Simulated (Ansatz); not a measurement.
Molecule: SnI (charge 0, doublet). SMILES: [I][Sn]
Geometry: optimised at B3LYP-D3(BJ)/def2-TZVP (Ansatz, a first-principles code).

Parts of the frozen-core correlation energy in def2-SVP (Ansatz, hartree). Frozen orbitals: 18; correlated occupied orbitals by spin: 6 and 5; virtual: 28 and 29. Open shells are spin-unrestricted. Spin-orbit coupling is left out. In def2 rows, elements after Kr have scalar-relativistic effective core potentials.

```csv
term,value
reference (HF),-510.05173
MP2 opposite-spin,?
MP2 same-spin,?
CCSD correlation,?
(T),-0.00446
CCSDT minus CCSD(T),-0.00073
T1 diagnostic,0.019
largest doubles amplitude,0.073
<S^2> of the reference,0.762
```

Q: Fill in the missing entries.

A: 
- MP2 opposite-spin, value: -0.10543
- MP2 same-spin, value: -0.03615
- CCSD correlation, value: -0.16262
